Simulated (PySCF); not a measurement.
Species: C5H7FO.
Cartesian coordinates in Å at the GFN2-xTB level; atoms count from 1:
```xyz
14
C5H7FO angstrom
C      3.2542    0.1092    0.3893
C      1.9854    0.4245    0.5919
O      0.9719   -0.3278    0.0910
C     -0.2992    0.0617    0.3427
C     -1.3430   -0.6209   -0.1115
C     -2.7608   -0.2276    0.1431
F     -2.8497    0.9135    0.9010
H      3.5281   -0.7589   -0.1817
H      4.0412    0.7158    0.7931
H      1.6881    1.2968    1.1670
H     -0.4242    0.9623    0.9356
H     -1.2068   -1.5141   -0.6995
H     -3.2895   -0.0225   -0.7969
H     -3.2963   -1.0124    0.6928
```

The closed-shell SCF was solved with PySCF and density fitting under several settings on one GFN2-xTB geometry (grid level 2 and gas phase unless stated).

```csv
settings,basis functions,SCF cycles,E (Eh),HOMO (eV),LUMO (eV),dipole (D)
PBE0/ANO-RCC-VDZP,133,14,-369.4464,-6.29,0.49,0.51
"PBE0/aug-pcSseg-1, IEF-PCM water, energy threshold 1e-07 Eh",245,8,-369.3205,-6.38,0.09,0.68
```

Problem. Estimate the row for these settings: B97-2/pcSseg-0, IEF-PCM benzene.

Solution. 
```json
{"settings": "B97-2/pcSseg-0, IEF-PCM benzene", "basis functions": "77", "SCF cycles": "13", "E (Eh)": "-368.7709", "HOMO (eV)": "-6.15", "LUMO (eV)": "0.30", "dipole (D)": "0.38"}
```

Problem. Over all rows, what range does the HOMO–LUMO gap span?

Solution. From 6.45 eV (B97-2/pcSseg-0, IEF-PCM benzene) to 6.78 eV (PBE0/ANO-RCC-VDZP). The functional of the narrowest has 21 % exact exchange, that of the widest 25 % exact exchange.

Problem. And the dipole moment?

Solution. From 0.38 D (B97-2/pcSseg-0, IEF-PCM benzene) to 0.68 D (PBE0/aug-pcSseg-1, IEF-PCM water, energy threshold 1e-07 Eh); the largest is 1.79 times the smallest, and the median is 0.51 D.

Cycle counts include a coarse-grid stage where the run had one. ANO-RCC sets were contracted for a scalar-relativistic Hamiltonian, but ran non-relativistically here. Geometry: GFN2-xTB, one conformer.
